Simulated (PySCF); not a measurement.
# MoBr₂: calculation against measurement

Isolated MoBr₂, optimised in PySCF with density fitting and no spin–orbit coupling; def2 sets carry scalar-relativistic core potentials from Rb on. It is a quintet of C2v symmetry: PBE0/def2-SVP Mo–Br 2.420 Å (×2), Br–Mo–Br 131.9°.

Formally Mo is in oxidation state +2, d4, with 4 unpaired electrons (the high-spin count). The Mulliken spin on Mo is 4.07. The polar-tensor charge on Mo, 1.07, is far below the formal one.

Problem. The tabulated gas-phase entropy at 298.15 K and 1 bar is 320.95 J/(mol K) (Chase, 1998, NIST Chemistry WebBook). What do rigid-rotor harmonic-oscillator sums give?

Solution. PBE0/def2-SVP 340.8 J/(mol K). Only the spin multiplicity enters the electronic part, so orbital degeneracy and low-lying levels are missing. Tables of this kind often rest on estimated structures and frequencies for high-temperature species, so a gap need not be the fault of the calculation.

Problem. ΔfH°(298 K) is 167.36 kJ/mol (Chase, 1998, NIST Chemistry WebBook), and for the gaseous atoms Mo 659.0, Br 111.8 kJ/mol (tabulated in the package mendeleev). Compare the atomisation enthalpy with the calculations.

Solution. From the tables it is 659.0 + 2 × 111.8 − (167.4) = 715 kJ/mol. To a computed De one adds −ZPE (-3.6), the atoms' spin–orbit lowering from NIST levels (-29.4) and the thermal terms (4.1), all taken at PBE0/def2-SVP.
```csv
level,De (kJ/mol),ΔatH°(298 K),computed − tabulated
PBE0/def2-SVP,650,621,-95
```

 With open d or f shells other occupations or spin states may lie lower.
